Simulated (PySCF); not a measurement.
# In⁺: ionisation energy

In⁺ [Kr] 4d10 5s2 (1S) → In²⁺ [Kr] 4d10 5s1 (2S), as a difference of total energies. All numbers are calculated (PySCF 2.14, scalar relativity by spin-free X2C-1e, in x2c-SVPall). Correlated levels: valence: [Kr] 4d10 frozen. The calculations carry no spin-orbit coupling.

| method | ionisation energy (eV) |
| --- | --- |
| UHF | 17.126 |
| B3LYP | 19.135 |
| SCS-MP2 (valence) | 17.794 |
| CCSD (valence) | 17.966 |

Question: Estimate what BP86 gives.

Answer: 19.260 eV, closest to B3LYP among the rows shown.

Question: Estimate what MP2 (valence) gives.

Answer: 17.682 eV, closest to SCS-MP2 (valence) among the rows shown.

Errors of the correlated levels include the incompleteness of this basis and the frozen core.

With two correlated electrons CCSD is exact in that space.

For comparison: 18.870 eV (measured; NIST Atomic Spectra Database, ionization energies).
